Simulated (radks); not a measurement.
All-electron atom: W in [Xe] 4f14 5d4 6s2 (the NIST ground configuration). All-electron calculation, non-relativistic Kohn-Sham, LDA (Slater exchange, Perdew-Wang correlation), spin-unpolarised, spherical densities, point nucleus; relativity is left out, which matters for an element this heavy. Program: a radial shooting solver on a logarithmic mesh with Libxc functionals. Some entries of the table are withheld. Estimate them.

| orbital | occ. | eigenvalue (Ry) | <r> (bohr) |
|---|---|---|---|
| 1s | 2 | (1) | 0.02048 |
| 2s | 2 | -769.7124 | (2) |
| 2p | 6 | -738.0280 | 0.07317 |
| 3s | 2 | -175.7354 | (3) |
| 3p | 6 | -161.0041 | 0.2099 |
| 3d | 10 | -133.4495 | 0.1840 |
| 4s | 2 | -35.14131 | 0.4904 |
| 4p | 6 | (4) | 0.4974 |
| 4d | 10 | -17.75910 | 0.5139 |
| 5s | 2 | (5) | 1.169 |
| 4f | 14 | -3.10137 | 0.5889 |
| 5p | 6 | -3.00863 | 1.295 |
| 5d | 4 | -0.44106 | 1.976 |
| 6s | 2 | -0.36292 | 3.497 |
| 6p | 0 | (6) | 4.790 |
| 7s | 0 | -0.00317 | 16.39 |

Answer. 
(1) 1s eigenvalue (Ry): -4682.086
(2) 2s <r> (bohr): 0.08653
(3) 3s <r> (bohr): 0.2199
(4) 4p eigenvalue (Ry): -28.98992
(5) 5s eigenvalue (Ry): -4.79174
(6) 6p eigenvalue (Ry): -0.11751
